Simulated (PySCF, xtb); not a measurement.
C₂H₆AlFO₂, SMILES C[O][Al]([F])[O]C. Other conformers were not sampled.

Harmonic wavenumbers (cm⁻¹) from GFN2-xTB run with xtb at its own minimum, in rising order: 64, 69, 81, 103, 120, 166, 210, 234, 297, 521, 759, 819, 1132, 1134, 1135, 1139, 1194, 1200, 1412, 1414, 1471, 1471, 1478, 1478, 2955, 2956, 2957, 2958, 2970, 2972.

What does PBE0-D3(BJ)/def2-SVP in PySCF give at its own minimum? (An estimate is asked for; the answer gives what the named calculation found.)

61, 62, 64, 84, 108, 108, 256, 292, 292, 591, 828, 924, 1188, 1188, 1191, 1192, 1281, 1283, 1476, 1476, 1479, 1480, 1485, 1486, 3010, 3012, 3095, 3095, 3101, 3102. Paired by order, the mean absolute difference is 55 cm⁻¹ and the zero-point energies are 52.7 and 54.7 kcal/mol.
